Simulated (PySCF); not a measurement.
sulfur hexafluoride (F6S), SMILES FS(F)(F)(F)(F)F. Atoms are numbered in the order given.

```xyz
7

F      0.0000    -1.5806     0.0000
S      0.0000     0.0000     0.0000
F      1.5806     0.0000     0.0000
F      0.0000     0.0000     1.5806
F     -1.5806     0.0000     0.0000
F      0.0000     0.0000    -1.5806
F      0.0000     1.5806     0.0000
```

Coordinates come from a PBE0-D3(BJ)/def2-SVP optimisation.

Computed with PBE0-D3(BJ)/def2-SVP in PySCF.

Frequencies are harmonic and unscaled.

Modes within 1.5 cm⁻¹ of each other (mostly degenerate sets) share a row, with their intensities summed.

Computed vibrational spectrum:
```json
[
 {"mode": "1–3", "ν (cm⁻¹)": "347", "IR (km/mol)": "0.0", "moving atoms (share of kinetic energy)": "F 100 %"},
 {"mode": "4–6", "ν (cm⁻¹)": "508", "IR (km/mol)": "0.0", "moving atoms (share of kinetic energy)": "F 100 %"},
 {"mode": "7–9", "ν (cm⁻¹)": "608", "IR (km/mol)": "110.4", "moving atoms (share of kinetic energy)": "F 85 %, S 15 %"},
 {"mode": "10–11", "ν (cm⁻¹)": "690", "IR (km/mol)": "0.0", "moving atoms (share of kinetic energy)": "F 100 %"},
 {"mode": "12", "ν (cm⁻¹)": "788", "IR (km/mol)": "0.0", "moving atoms (share of kinetic energy)": "F 100 %"},
 {"mode": "13–15", "ν (cm⁻¹)": "1045", "IR (km/mol)": "1314.0", "moving atoms (share of kinetic energy)": "S 63 %, F 37 %"}
]
```
